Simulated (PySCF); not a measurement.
silylarsine (H5AsSi), singlet, at a GFN2-xTB geometry. Base run: PySCF with SVWN5/6-31G**.

Here is a job for PySCF.
```python
from pyscf import gto, scf, dft

mol = gto.Mole()
mol.atom = '''
    Si   -1.49296222    0.17053097    0.31614310
    As    0.75371282   -0.07592101   -0.21903957
    H    -2.29367511   -0.77990177   -0.46688108
    H    -1.93901103    1.52536083   -0.03432123
    H    -1.81909019   -0.04494677    1.73089424
    H     0.88634284   -1.32044560    0.60966261
    H     1.19438155    0.73789324    0.96294779
'''
mol.basis = '6-31g**'
mol.verbose = 4
mol.build()

mf = dft.RKS(mol)
mf.xc = 'lda,vwn'
mf.kernel()
mf.analyze()
```

The base run was repeated with changes; each row names its change, and settings that it needs were set with it.

| change | ΔE vs base (mEh) | grid points | electrons on the grid |
|---|---|---|---|
| base | 0.000 | 88648 | 52.00000 |
| small_rho_cutoff = 0 | 0.000 | 88648 | 52.00000 |
| grids.atom_grid = (75, 302) | -0.005 | 101136 | 52.00001 |
| grids.prune = dft.gen_grid.treutler_prune | 0.000 | 80248 | 52.00000 |
| grids.level = 5 | 0.001 | 205992 | 52.00000 |
| grids.radi_method = mura_knowles | 0.000 | 84640 | 52.00000 |
| grids.becke_scheme = stratmann | 0.002 | 88648 | 52.00000 |
| grids.atom_grid = (30, 110) | -5.177 | 17272 | 52.00094 |
| grids.atom_grid = (99, 590) | 0.001 | 224544 | 52.00000 |
| grids.prune = off | 0.000 | 149280 | 52.00000 |
| grids.level = 0 | -21.700 | 7176 | 52.00350 |
